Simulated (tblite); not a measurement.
Input of a run (GFN2-xTB geometry optimisation, gas phase (tblite 0.8.0)), started from a force field or distance geometry:
```
{"job": {"kind": "relax", "xc": "GFN2-xTB", "basis": "xTB"}, "charge": 0, "multiplicity": 1}
C     -3.597400    -1.304500    -0.085400
C     -2.344200    -0.755400    -0.655200
C     -1.392700    -0.278600     0.168300
Si     0.152800     0.395300    -0.568200
C      1.479300    -0.898100    -0.418000
O      2.667600    -0.293700    -0.025600
C      3.662600    -1.265300     0.070500
N      0.687500     1.917600     0.192300
C     -0.300400     2.946400     0.096600
H     -4.362900    -1.423800    -0.868500
H     -4.004600    -0.605900     0.695200
H     -3.341300    -2.271000     0.391600
H     -2.220900    -0.775700    -1.709100
H     -1.533500    -0.264400     1.233000
H     -0.091700     0.607700    -1.996000
H      1.618900    -1.416600    -1.365100
H      1.181600    -1.655400     0.353600
H      3.758600    -1.729200    -0.953000
H      3.383100    -2.053100     0.817300
H      4.645900    -0.871100     0.377100
H      1.613300     2.188800    -0.196800
H     -1.096800     2.851700     0.876200
H     -0.751000     3.048200    -0.905400
H      0.174400     3.926000     0.315700
```

Output (eV, eV/Å):
```
step      E/eV     max force
  0    -793.24955    1.919
  1    -793.45013    1.468
  2    -793.51007    0.885
  3    -793.55108    0.421
  4    -793.59631    0.376
  5    -793.61565    0.368
  6    -793.64006    0.324
  7    -793.65464    0.266
  8    -793.67491    0.306
  9    -793.69190    0.323
 10    -793.70559    0.253
 11    -793.71462    0.214
 12    -793.72226    0.197
 13    -793.72976    0.193
 14    -793.73523    0.138
 15    -793.73834    0.110
 16    -793.74079    0.128
 17    -793.74340    0.129
 18    -793.74596    0.131
 19    -793.74849    0.108
 20    -793.75131    0.155
 21    -793.75494    0.209
 22    -793.75919    0.176
 23    -793.76287    0.115
 24    -793.76575    0.109
 25    -793.76884    0.147
 26    -793.77257    0.174
 27    -793.77678    0.175
 28    -793.78081    0.130
 29    -793.78441    0.127
 30    -793.78797    0.163
 31    -793.79202    0.147
 32    -793.79655    0.175
 33    -793.80101    0.145
 34    -793.80521    0.146
 35    -793.80986    0.190
 36    -793.81478    0.194
 37    -793.82033    0.178
 38    -793.82557    0.123
 39    -793.82972    0.121
 40    -793.83384    0.132
 41    -793.83756    0.147
 42    -793.84070    0.116
 43    -793.84360    0.137
 44    -793.84605    0.114
 45    -793.84893    0.098
 46    -793.85190    0.127
 47    -793.85455    0.145
 48    -793.85822    0.137
 49    -793.86215    0.127
 50    -793.86590    0.124
 51    -793.86883    0.118
 52    -793.87102    0.127
 53    -793.87346    0.138
 54    -793.87595    0.131
 55    -793.87985    0.108
 56    -793.88194    0.128
 57    -793.88712    0.141
 58    -793.89156    0.125
 59    -793.89381    0.174
 60    -793.89711    0.114
 61    -793.89888    0.089
 62    -793.90156    0.066
 63    -793.90250    0.063
 64    -793.90425    0.065
 65    -793.90507    0.060
 66    -793.90571    0.041
 67    -793.90614    0.043
 68    -793.90660    0.039
 69    -793.90701    0.045
 70    -793.90733    0.039
 71    -793.90761    0.034
 72    -793.90790    0.031
 73    -793.90821    0.041
 74    -793.90852    0.040
 75    -793.90882    0.034
 76    -793.90914    0.041
 77    -793.90955    0.043
 78    -793.91001    0.046
 79    -793.91036    0.035
 80    -793.91055    0.031
 81    -793.91070    0.035
 82    -793.91089    0.034
 83    -793.91114    0.031
 84    -793.91141    0.036
 85    -793.91166    0.045
 86    -793.91195    0.042
 87    -793.91236    0.044
 88    -793.91294    0.050
 89    -793.91359    0.048
 90    -793.91410    0.045
 91    -793.91450    0.041
 92    -793.91487    0.047
 93    -793.91535    0.041
 94    -793.91578    0.045
 95    -793.91611    0.042
 96    -793.91635    0.035
 97    -793.91661    0.032
 98    -793.91692    0.040
 99    -793.91730    0.050
100    -793.91772    0.046
101    -793.91819    0.040
102    -793.91868    0.054
103    -793.91920    0.054
104    -793.91961    0.051
105    -793.91993    0.043
106    -793.92013    0.028
107    -793.92033    0.028
108    -793.92050    0.031
109    -793.92070    0.031
110    -793.92087    0.026
111    -793.92102    0.027
112    -793.92119    0.033
113    -793.92143    0.044
114    -793.92176    0.049
115    -793.92211    0.046
116    -793.92243    0.039
117    -793.92269    0.034
118    -793.92292    0.036
119    -793.92313    0.032
120    -793.92329    0.027
121    -793.92340    0.028
122    -793.92353    0.025
123    -793.92376    0.025
124    -793.92403    0.031
125    -793.92428    0.029
126    -793.92452    0.033
127    -793.92475    0.035
128    -793.92510    0.039
129    -793.92555    0.040
130    -793.92608    0.047
131    -793.92654    0.040
132    -793.92689    0.037
133    -793.92718    0.031
134    -793.92745    0.029
135    -793.92762    0.040
136    -793.92777    0.037
137    -793.92789    0.026
138    -793.92801    0.019
139    -793.92809    0.021
140    -793.92821    0.023
141    -793.92831    0.021
142    -793.92843    0.024
143    -793.92855    0.022
144    -793.92869    0.023
145    -793.92882    0.029
146    -793.92896    0.031
147    -793.92911    0.031
148    -793.92926    0.032
149    -793.92939    0.022
150    -793.92951    0.024
151    -793.92963    0.023
152    -793.92977    0.031
153    -793.92987    0.025
154    -793.92995    0.022
155    -793.93002    0.020
156    -793.93011    0.026
157    -793.93021    0.024
158    -793.93030    0.024
159    -793.93038    0.023
160    -793.93044    0.021
161    -793.93051    0.020
162    -793.93060    0.018
163    -793.93070    0.020
164    -793.93080    0.022
165    -793.93092    0.024
166    -793.93104    0.030
167    -793.93115    0.026
168    -793.93122    0.016
169    -793.93127    0.012
170    -793.93131    0.014
171    -793.93134    0.017
172    -793.93138    0.013
173    -793.93141    0.012
174    -793.93143    0.012
175    -793.93145    0.012
176    -793.93148    0.013
177    -793.93151    0.014
178    -793.93156    0.016
179    -793.93163    0.017
180    -793.93172    0.017
181    -793.93179    0.018
182    -793.93185    0.018
183    -793.93190    0.013
184    -793.93194    0.012
185    -793.93197    0.011
186    -793.93199    0.008
```

Question: Summarise the run.

Answer: The energy falls by 65.8 kJ/mol over 186 L-BFGS steps, the largest force on an atom goes from 1.92 to 0.008 eV/Å, and the atoms move by 0.604 Å rms after alignment. The bond that changes most is Si4–N8 (SiH silicon to silicon-bound nitrogen), which shortens by 0.064 Å. Bonds longer at the end by more than 0.005 Å: 10 of 23; shorter: 13. Among the angles that change most is Si4–N8–C9, from 112.2° to 123.6°. Among the dihedrals that turn most is H12–C1–C2–C3, from -72° to -121°. The energy never rose by more than 1e-5 eV on the way. The first step brought 29 % of the lowering.

Question: What are the final bond lengths?

Answer: C1–C2 1.493 Å, C2=C3 1.326 Å, C3–Si4 1.883 Å, Si4–C5 1.907 Å, C5–O6 1.415 Å, O6–C7 1.402 Å, Si4–N8 1.719 Å, N8–C9 1.444 Å, C1–H10 1.090 Å, C1–H11 1.087 Å, C1–H12 1.090 Å, C2–H13 1.083 Å, C3–H14 1.085 Å, Si4–H15 1.476 Å, C5–H16 1.098 Å, C5–H17 1.098 Å, C7–H18 1.098 Å, C7–H19 1.098 Å, C7–H20 1.089 Å, N8–H21 1.010 Å, C9–H22 1.088 Å, C9–H23 1.095 Å, C9–H24 1.092 Å. Numbering counts from 1 in the input's order; the species is `C/C=C/[Si@H](COC)NC`.

Time: 1.5 s. Hardware: one thread of an Arm Neoverse V2, no GPU, shared host.

Its lowest GFN2-xTB frequency is 14 cm⁻¹, too small to tell a flat minimum from a shallow saddle. One conformer, not necessarily the lowest. 3 starts were optimised and ended at 0.00, 0.97 and 1.95 kcal/mol (GFN2-xTB); the lowest of these is shown.

All values are computed, not measured.
